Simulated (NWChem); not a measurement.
# TiHF$_{3}$; SMILES [F][TiH]([F])[F]

All runs: NWChem. Geometry: optimised at PBE0/def2-SVP. Ions are spin-unrestricted doublets at the neutral geometry; other ion states weren't tried.

For level PBE/def2-SVP:

- vertical ionisation energy, ΔSCF (eV) = 11.75
- −ε(HOMO) (eV) = 7.90

### Question
How do the values read with level CAM-B3LYP/def2-SVP instead?

### Answer
| Item | Value |
|---|---|
| vertical ionisation energy, ΔSCF (eV) | 12.41 |
| −ε(HOMO) (eV) | 11.11 |
